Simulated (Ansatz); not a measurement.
Total energies of NbSeBr3 from Ansatz at PBE-D4/def2-TZVPD, gas phase (1 Eh = 27.2114 eV = 2625.5 kJ/mol). The reference geometry is relaxed at PBE0-D4/def2-SVP.

| state | geometry | energy (Eh) |
| --- | --- | --- |
| charge 0 singlet | reference | -10179.79573 |
| charge -1 doublet | reference | -10179.86113 |
| free Nb atom (sextet) | – | -56.83927 |
| free Se atom (triplet) | – | -2401.12538 |
| free Br atom (doublet) | – | -2573.72119 |

In the def2 sets Nb takes a core potential; there is no spin–orbit coupling.

(1) Work out the vertical electron affinity, to the doublet.

(2) What is the binding energy per atom against free atoms?

(1) E(charge 0 singlet) − E(charge -1 doublet) = -10179.79573 − (-10179.86113) = 0.06540 Eh = 1.78 eV.

(2) Atoms: 1 × (-56.83927) + 1 × (-2401.12538) + 3 × (-2573.72119) = -10179.12822 Eh. Binding: -10179.12822 − (-10179.79573) = 0.66751 Eh = 18.16 eV, or 3.63 eV for each of 5 atoms (no zero-point energy, no counterpoise term).

The restricted singlet is unstable towards broken spin symmetry in Hartree–Fock (as tested in another run); at PBE-D4/def2-TZVPD this wasn't settled. At PBE-D4/def2-TZVPD the highest occupied level of the charge -1 doublet lies above zero (up to 0.58 eV). By energy differences its removal costs 1.78 eV (vertical, to the charge 0 singlet, at PBE-D4/def2-TZVPD); a positive level beside a positive removal energy at the same level points to self-interaction error. At PBE-D4/def2-TZVPD the gap within one spin of the charge -1 doublet nearly closes, so an electron or hole may be smeared out by delocalisation error.
